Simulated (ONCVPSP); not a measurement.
Si: one change to an ONCV potential, before and after

Si (Z = 14), optimised norm-conserving Vanderbilt (ONCV), made with ONCVPSP 4.0.1 (PBEsol, scalar-relativistic). Core [Ne], reference 3s2 3p2. Waves: 3s: rc 1.65 bohr, ncon 4, nbas 8, qcut 3.1 1/bohr, local; 3p: rc 2.05 bohr, ncon 5, nbas 8, qcut 4.1 1/bohr, 2 projectors, debl 2.3 Ha; d scattering state at 0.09 Ha: rc 1.65 bohr, ncon 4, nbas 8, qcut 4.9 1/bohr, 1 projector. Local part: the s channel. Core correction: polynomial model core, fcfact 0.7.

All-electron outer shells of the reference configuration (PBEsol, scalar-relativistic, ld1.x):

```
shell  level (eV)  outermost node (bohr)  outermost maximum (bohr)
   2s     -139.13                   0.15                      0.45
   2p      -95.42                      –                      0.39
   3s      -10.77                   0.72                      1.80
   3p       -4.06                   0.72                      2.17
```

Change: p: rc 1.66.

Cutoffs: the cutoffs (Ha) at which the residual kinetic energy of the hardest occupied pseudo-wave falls to 1 and 0.1 mHa per electron; they do not see the model core or the augmentation charge, which bear on the density cutoff. Errors are all-electron minus pseudo energies relative to the spin-unpolarised reference configuration.

Q: How do hardness, ghosts and transferability respond?

A: The potential gets neither clearly harder nor softer (24 Ha and 58 Ha → 24 Ha and 60 Ha); the s channel sets the loose cutoff, while the largest relative change is in p, which becomes harder; of the 4 tests that both files solve, the error grows in 0 and shrinks in 1 by more than 15 % and 0.3 meV (median size 10.9 → 9.4 meV); neither file shows a bound ghost.

| quantity | base | changed |
| --- | --- | --- |
| cutoff, loose | 24 Ha | 24 Ha |
| cutoff, tight | 58 Ha | 60 Ha |
| loose cutoff by channel | s 24 Ha, p 3.2 Ha | s 24 Ha, p 4.2 Ha |
| bound ghosts | none | none |
| GHOST(+) flags under 300 eV | none | none |
| error for 3s2 3p1, meV [ΔE 7.71 eV] | +2.0 | +1.7 |
| error for 3s2 3p0, meV [ΔE 23.68 eV] | +20 | +17 |
| error for 3s1 3p0, meV [ΔE 57.58 eV] | +58 | +48 |
| error for 3s2 3p1.5, meV [ΔE 2.91 eV] | +0.2 | +0.2 |
| s: phases at 1.67 bohr within 0.05 rad from the reference energy up to (Ha; the scan ends near 5) | 1.8 | 1.8 |
| d: phases at 1.67 bohr within 0.05 rad from the reference energy up to (Ha; the scan ends near 5) | 3.2 | 3.2 |
| rms error of d²Exc/dni dnj with the model core, mHa | 0.18 | 0.10 |

Changed file: The cutoffs count occupied waves only; projector 2 of the p channel, the hardest unoccupied one, needs 84 Ha at the loose tolerance.
